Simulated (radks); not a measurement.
The numbers below are computed, except where a source is named.
Q: Pd IV, 43 electrons, occupied as [Kr] 4d6 5p1 (not the ground configuration). Code: a radial shooting solver on a logarithmic mesh with Libxc functionals. Model: Dirac Kohn-Sham, LDA (Slater exchange, Perdew-Wang correlation), spin-unpolarised, spherical densities, finite nucleus; open shells fill j = l - 1/2 first; Fermi nuclear charge, rms radius 4.5318 fm. Some entries of the table are withheld. Estimate them.

orbital,occ.,eigenvalue (hartree),<1/r> (bohr^-1),<r^2> (bohr^2)
1s1/2,2,-888.2084,48.19,0.001374
2s1/2,2,-131.2277,11.07,0.02255
2p1/2,2,-121.9288,11.06,0.01687
2p3/2,4,-116.0807,10.42,0.01820
3s1/2,2,-25.10599,3.857,0.1651
3p1/2,2,-21.43235,3.765,0.1607
3p3/2,4,-20.41203,3.610,0.1700
3d3/2,4,(1),(2),0.1511
3d5/2,6,(3),(4),0.1539
4s1/2,2,-4.85980,1.487,0.9842
4p1/2,2,-3.70135,1.374,1.131
4p3/2,4,-3.52708,1.326,1.197
4d3/2,4,-1.74054,1.052,1.872
4d5/2,2,-1.71782,1.040,1.907
5p1/2,1,-0.96028,(5),7.788
5p3/2,0,-0.93564,(6),8.144

A: 
(1) 3d3/2 eigenvalue (hartree): -13.88296
(2) 3d3/2 <1/r> (bohr^-1): 3.444
(3) 3d5/2 eigenvalue (hartree): -13.67918
(4) 3d5/2 <1/r> (bohr^-1): 3.404
(5) 5p1/2 <1/r> (bohr^-1): 0.4917
(6) 5p3/2 <1/r> (bohr^-1): 0.4794
